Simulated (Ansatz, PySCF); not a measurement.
C4H6BFO, SMILES FB1OCC=CC1. Atoms are numbered in the order given.

```xyz
13

F      1.1280     2.0567     0.0880
B      0.5147     0.8717     0.0403
C      1.3084    -0.4311    -0.3435
C      0.4139    -1.6411    -0.3325
C     -0.8862    -1.5686    -0.0275
C     -1.6022    -0.2996     0.3341
O     -0.7991     0.8701     0.3367
H      2.1631    -0.5615     0.3479
H      1.7842    -0.2968    -1.3341
H      0.8480    -2.6151    -0.5841
H     -1.5095    -2.4691    -0.0288
H     -2.0578    -0.3963     1.3372
H     -2.4424    -0.1285    -0.3642
```

The structure is a stationary point at B3LYP-D3(BJ)/def2-SVP. This is a generated structure with no PubChem entry under its InChIKey; it may be hypothetical. One conformer was computed; it need not be the lowest.

Two levels are set side by side: PBE-D3(BJ)/def2-SVP (Ansatz, an electronic-structure program) and B3LYP-D3(BJ)/def2-SVP (Ansatz). Each level has its own optimised geometry; the coordinates shown are those of the second. Frequencies come from the Hessian of PySCF at each geometry. Differences are taken from unrounded values.

```tsv
quantity	B3LYP-D3(BJ)	PBE-D3(BJ)	PBE-D3(BJ) minus B3LYP-D3(BJ)
mean bond length (Å)	1.280	1.286	0.007
bond F1–B2 (Å)	1.335	1.344	0.008
bond B2–C3 (Å)	1.573	1.577	0.003
bond B2–O7 (Å)	1.347	1.357	0.010
bond C3–C4 (Å)	1.505	1.505	0.000
bond C4–C5 (Å)	1.337	1.347	0.009
bond C5–C6 (Å)	1.501	1.501	0.000
bond C6–O7 (Å)	1.419	1.424	0.005
bond C3–H8 (Å)	1.107	1.115	0.008
bond C3–H9 (Å)	1.107	1.115	0.008
bond C4–H10 (Å)	1.096	1.104	0.008
bond C5–H11 (Å)	1.095	1.103	0.008
bond C6–H12 (Å)	1.106	1.115	0.009
bond C6–H13 (Å)	1.106	1.115	0.009
highest harmonic wavenumber (cm⁻¹)	3170	3107	-63
mean harmonic wavenumber (cm⁻¹)	1337	1300	-37
zero-point energy (kcal/mol)	63.07	61.32	-1.75
```

Exact exchange shortens and stiffens bonds; PBE has none. Differences between two approximate levels are no errors against the true value.
